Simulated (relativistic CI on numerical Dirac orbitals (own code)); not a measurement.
# Inner-shell lines of S

Method of calculation: Dirac-Coulomb-Breit CI, KLI orbitals optimised for each configuration, a model potential for QED, valence Slater integrals scaled by 0.9 (own radial code, finite nucleus).

Configuration list (outside the closed core 1s2 2s2): 2p⁶3s²3p⁴, 2p⁵3s²3p⁴3d, 2p⁵3s²3p⁴4s, 2p⁵3s²3p⁴4d, 2p⁵3s3p⁵3d, 2p⁵3s3p⁵4d, 2p⁵3s3p⁵4s. Levels of other configurations are missing.

The table holds the strongest lines. The upper levels have an inner-shell vacancy. Auger decay, open to those above the ionisation limit, is not computed, and radiative decays to configurations outside the model are missing too. Absolute energies can be off by a few tenths of a per cent, so close lines can change order. LS names give the leading component, which can be well under half, for lower levels too. Brackets number the levels in order of energy.

| E (eV) | Upper | Lower | A (s⁻¹) | gA (s⁻¹) |
| --- | --- | --- | --- | --- |
| 169.96 | 2p⁵3s²3p⁴3d ¹F°3 [196] | 2p⁶3s²3p⁴ ¹D2 [4] | 2.57e+09 | 1.80e+10 |
| 170.04 | 2p⁵3s²3p⁴3d ¹D°2 [202] | 2p⁶3s²3p⁴ ¹D2 [4] | 3.12e+09 | 1.56e+10 |
| 170.17 | 2p⁵3s²3p⁴4d ³D°3 [111] | 2p⁶3s²3p⁴ ³P2 [1] | 1.76e+09 | 1.24e+10 |
| 170.49 | 2p⁵3s²3p⁴3d ³P°2 [138] | 2p⁶3s²3p⁴ ³P2 [1] | 4.13e+09 | 2.06e+10 |
| 170.65 | 2p⁵3s²3p⁴3d ³D°2 [160] | 2p⁶3s²3p⁴ ³P1 [2] | 4.84e+09 | 2.42e+10 |
| 170.67 | 2p⁵3s²3p⁴4d ³G°3 [157] | 2p⁶3s²3p⁴ ³P2 [1] | 3.68e+09 | 2.57e+10 |
| 170.68 | 2p⁵3s²3p⁴4d ¹F°3 [241] | 2p⁶3s²3p⁴ ¹D2 [4] | 3.31e+09 | 2.32e+10 |
| 170.76 | 2p⁵3s²3p⁴4d ¹P°1 [248] | 2p⁶3s²3p⁴ ¹D2 [4] | 1.00e+10 | 3.00e+10 |
| 170.77 | 2p⁵3s²3p⁴3d ¹P°1 [315] | 2p⁶3s²3p⁴ ¹S0 [5] | 5.45e+09 | 1.63e+10 |
| 170.77 | 2p⁵3s²3p⁴4d ¹D°2 [249] | 2p⁶3s²3p⁴ ¹D2 [4] | 6.30e+09 | 3.15e+10 |
| 170.82 | 2p⁵3s²3p⁴4d ³P°1 [165] | 2p⁶3s²3p⁴ ³P0 [3] | 4.69e+09 | 1.41e+10 |
| 170.89 | 2p⁵3s²3p⁴3d ³D°1 [168] | 2p⁶3s²3p⁴ ³P0 [3] | 4.47e+09 | 1.34e+10 |
| 170.93 | 2p⁵3s²3p⁴3d ³F°3 [253] | 2p⁶3s²3p⁴ ¹D2 [4] | 2.41e+09 | 1.68e+10 |
| 170.95 | 2p⁵3s²3p⁴3d ³D°2 [254] | 2p⁶3s²3p⁴ ¹D2 [4] | 2.91e+09 | 1.45e+10 |
| 171.26 | 2p⁵3s²3p⁴4d ³S°1 [198] | 2p⁶3s²3p⁴ ³P2 [1] | 5.01e+09 | 1.50e+10 |
| 171.41 | 2p⁵3s²3p⁴4d ³D°1 [335] | 2p⁶3s²3p⁴ ¹S0 [5] | 5.06e+09 | 1.52e+10 |
| 171.56 | 2p⁵3s²3p⁴4d ³F°3 [272] | 2p⁶3s²3p⁴ ¹D2 [4] | 3.30e+09 | 2.31e+10 |
| 171.57 | 2p⁵3s²3p⁴4d ³P°1 [273] | 2p⁶3s²3p⁴ ¹D2 [4] | 5.18e+09 | 1.55e+10 |
| 171.59 | 2p⁵3s²3p⁴4d ³D°2 [274] | 2p⁶3s²3p⁴ ¹D2 [4] | 4.49e+09 | 2.25e+10 |
| 172.85 | 2p⁵3s²3p⁴4d ³D°1 [362] | 2p⁶3s²3p⁴ ¹S0 [5] | 4.80e+09 | 1.44e+10 |
